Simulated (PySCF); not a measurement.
## How methods differ on the ionisation energy of Cd(30+)

Cd(30+) [Ar] (1S) → Cd(31+) [Ne] 3s2 3p5 (2P), as a difference of total energies. All numbers are calculated (PySCF 2.14, no relativity, point nucleus, in an uncontracted even-tempered set (16 s from 4.4 bohr⁻², ratio 2.5; 11 p from 5.7 bohr⁻², ratio 2.5; 5 d from 27 bohr⁻², ratio 2.7; 4 f from 41 bohr⁻², ratio 2.7)). Correlated levels: outer shells: 1s2 frozen; virtual orbitals above 40 to 60 times the deepest correlated orbital energy dropped. The calculations carry no spin-orbit coupling.

```tsv
method	ionisation energy (eV)
UHF	1845.8
LDA	1847.2
PBE	1847.3
PBE0	1847.4
r2SCAN	1847.9
M06	1848.0
PW91	1847.7
MP2 (outer shells)	1846.7
SCS-MP2 (outer shells)	1846.5
```

A first-order spin-orbit estimate (lowest level to lowest level, LS coupling) adds -12.087 eV.

All relativistic terms are absent from these numbers, so their closeness to the reference says little about the methods.

For comparison: 1852 ± 5 eV (semi-empirical (NIST evaluation); NIST Atomic Spectra Database, ionization energies).
